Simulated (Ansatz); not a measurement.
Wavefunction ladder for CH₅BOSi, SMILES `B[SiH2]C=O`

| atom | x (Å) | y (Å) | z (Å) |
| --- | --- | --- | --- |
| B1 | 0.168 | -0.755 | -1.484 |
| Si2 | 0.339 | 0.656 | -0.068 |
| C3 | -0.608 | 0.056 | 1.507 |
| O4 | -1.594 | 0.594 | 1.936 |
| H5 | 0.332 | -1.902 | -1.186 |
| H6 | -0.084 | -0.504 | -2.624 |
| H7 | -0.126 | 2.020 | -0.419 |
| H8 | 1.782 | 0.689 | 0.320 |
| H9 | -0.208 | -0.854 | 2.019 |

Charge 0, multiplicity 1. All single points use the PBE0-D4/def2-TZVP geometry. It is one conformer, not always the lowest. Frozen core, restricted reference, Ansatz. CBS rows extrapolate triple and quadruple zeta; past MP2 they add the triple-zeta difference.

```
     basis     HF (Eh)  MP2 corr.  CCSD corr.       (T)  CCSD(T) total
  def2-SVP  -428.99241   -0.48605    -0.53512  -0.01642     -429.54395
def2-TZVPP  -429.26170          ?           ?         ?              ?
def2-QZVPP           ?   -0.64857           –         –              –
 CBS(def2)  -429.27928   -0.68115    -0.72429     as TZ     -430.02973
```

(1) Fill in the withheld values. (Best estimate.)

Results:

(1) The calculation gave: def2-TZVPP MP2 corr.: -0.60457; def2-TZVPP CCSD corr.: -0.64771; def2-TZVPP (T): -0.02616; def2-TZVPP CCSD(T) total: -429.93557; def2-QZVPP HF (Eh): -429.27715.
